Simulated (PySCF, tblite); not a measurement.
Dissociation curve of SMILES [BH3-][SH2+] (H₅BS). The B1–S5 bond (B1 also carries H, H, H; S5 carries H, H) is pulled apart rigidly from the PBE0/def2-TZVP optimised geometry.

Levels of theory: GFN2-xTB, 300 K electronic temperature (tblite); RHF/LANL2DZ = restricted Hartree-Fock/LANL2DZ, with its core potentials past Ne (PySCF); RKS-PBE0 = restricted PBE0/def2-TZVP run with PySCF 2.14.0; UHF/STO-3G = PySCF 2.14.0 with unrestricted Hartree-Fock/STO-3G; RHF/def2-TZVP, density fitting (PySCF).

Energies are in kJ/mol, each relative to the lowest point of its own curve near equilibrium.

| R / Å | GFN2-xTB | RHF/LANL2DZ | RKS-PBE0 | UHF/STO-3G | RHF |
|---|---|---|---|---|---|
| 1.58 | 155.4 | 281.2 | ___ | 235.5 | 178.6 |
| 1.69 | 64.3 | 157.3 | 55.9 | 109.7 | 86.1 |
| 1.77 | 29.7 | ___ | 24.5 | 55.3 | 46.8 |
| 1.85 | 10.8 | 61.3 | ___ | 22.5 | 22.8 |
| 1.92 | 2.8 | 38.3 | 1.3 | 6.9 | 10.5 |
| 1.98 | 0.0 | 24.6 | 0.0 | 0.7 | 4.4 |
| 2.06 | 0.3 | 12.4 | 2.3 | 0.0 | 0.6 |
| 2.11 | 2.0 | 7.4 | 5.4 | 2.9 | 0.0 |
| 2.18 | 5.7 | 2.9 | 11.1 | 10.0 | 0.7 |
| 2.29 | 13.3 | 0.0 | 21.9 | 25.8 | 4.1 |
| 2.46 | 26.4 | 1.0 | ___ | 54.8 | 11.5 |
| 2.66 | 40.7 | 5.8 | 58.7 | 87.2 | 20.3 |
| 2.93 | ___ | 13.4 | 79.1 | 120.2 | 30.0 |
| 3.26 | 62.9 | 21.0 | 95.6 | 143.0 | 38.0 |
| 3.52 | ___ | 25.4 | 103.6 | 151.7 | 42.2 |
| 3.92 | 66.5 | 29.7 | 110.7 | 157.2 | 46.3 |
| 4.32 | 66.9 | 32.2 | 114.4 | 159.1 | 48.7 |
| 4.87 | 67.2 | 34.3 | 116.8 | 160.0 | 50.6 |
| 5.40 | 67.3 | 35.4 | 118.0 | 160.4 | 51.6 |
| 5.88 | 67.5 | 36.0 | 118.6 | 160.7 | 52.1 |

Task: Complete the blanks.

Result: 
- 1.58, RKS-PBE0: 136.1
- 1.77, RHF/LANL2DZ: 99.9
- 1.85, RKS-PBE0: 7.8
- 2.46, RKS-PBE0: 39.6
- 2.93, GFN2-xTB: 54.5
- 3.52, GFN2-xTB: 65.3
